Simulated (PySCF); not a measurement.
## Simulated absorption spectrum

Compound: C4H8GeO.
Geometry (PBE0-D3(BJ)/def2-SVP, Å), atoms numbered from 1 in this order:
```xyz
14
C4H8GeO angstrom
Ge     2.059   -0.263    0.620
O      0.643    0.138   -0.395
C     -0.597    0.346    0.207
C     -1.728    0.681   -0.734
C     -2.487   -0.345   -0.322
C     -1.443   -0.911    0.609
H      1.847   -1.640    1.283
H      3.242   -0.283   -0.354
H      2.214    0.827    1.702
H     -0.520    1.068    1.048
H     -1.864    1.496   -1.450
H     -3.511   -0.657   -0.547
H     -1.713   -1.015    1.675
H     -0.978   -1.846    0.261
```

Theory: PySCF 2.14.0, density-fitted response routines, TDDFT CAM-B3LYP/def2-SVPD, vertical, gas phase, core orbitals frozen in the response. Relativistic effects, spin–orbit coupling among them, are left out although an element past zinc is present.

Computed states:

```tsv
state	E (eV)	f
S1	6.35	0.012
S2	6.91	0.137
S3	7.01	0.015
S4	7.19	0.0020
S5	7.24	0.0047
S6	7.40	0.040
S7	7.68	0.058
S8	7.78	0.012
S9	7.81	0.036
S10	7.90	0.0062
```

Each state is given a Gaussian of 0.4 eV full width at half maximum, with ε(max) = 2.175×10⁸ f / Δν̃ (Δν̃ the width in cm⁻¹). The width is an assumption, not a result. The curve ends short of the highest state used, and states not computed would add to its high-energy end.

Question: What does the envelope look like, and where are its maxima?

Answer: 
| λ (nm) | ε (L mol⁻¹ cm⁻¹) |
| --- | --- |
| 170.0 | 3928 |
| 171.0 | 4069 |
| 172.1 | 4520 |
| 173.1 | 5225 |
| 174.2 | 6284 |
| 175.2 | 7401 |
| 176.3 | 8615 |
| 177.4 | 9594 |
| 178.4 | 10114 |
| 179.5 | 10166 |
| 180.5 | 9727 |
| 181.6 | 8787 |
| 182.7 | 7521 |
| 183.7 | 6246 |
| 184.8 | 4870 |
| 185.8 | 3753 |
| 186.9 | 2747 |
| 187.9 | 2056 |
| 189.0 | 1530 |
| 190.1 | 1206 |
| 191.1 | 1042 |
| 192.2 | 955 |
| 193.2 | 922 |
| 194.3 | 901 |
| 195.4 | 874 |
| 196.4 | 833 |
| 197.5 | 766 |
| 198.5 | 689 |
| 199.6 | 591 |
| 200.6 | 498 |
| 201.7 | 398 |
| 202.8 | 307 |
| 203.8 | 235 |
| 204.9 | 170 |
| 205.9 | 123 |
| 207.0 | 84 |
| 208.1 | 55 |
| 209.1 | 37 |
| 210.2 | 23 |
| 211.2 | 14 |
| 212.3 | 9 |
| 213.3 | 5 |
| 214.4 | 3 |
| 215.5 | 2 |

Maxima: 179 nm (6.92 eV), ε about 10000, made up of S2 (90%) (ε in L mol⁻¹ cm⁻¹; maxima over ε = 5, shares over 10%).

Question: What would ε be at 6.92 eV, the highest of these maxima, with half the width (0.2 eV)?

Answer: About 19400 L mol⁻¹ cm⁻¹ against 10200, a factor of about 1.9; a lone state at its own centre would give exactly 2.

Question: Coming from long wavelengths, where does ε first pass 100 L mol⁻¹ cm⁻¹?

Answer: At about 206 nm (6.00 eV), 0.35 eV below S1.

Question: Does any computed singlet lie in the visible range?

Answer: No computed singlet lies in the visible range (380 to 750 nm); the lowest, at 195 nm, stands 3.09 eV above its violet end (3.26 eV).

All these states lie below the vertical ionisation energy of 9.44 eV (ΔSCF).

Time: 3.7 min wall; peak memory 1.1 GiB. Hardware: one thread of an Arm Neoverse V1, shared host with 32 logical CPUs at a one-minute load of 8.4.

One conformer stands for the species.
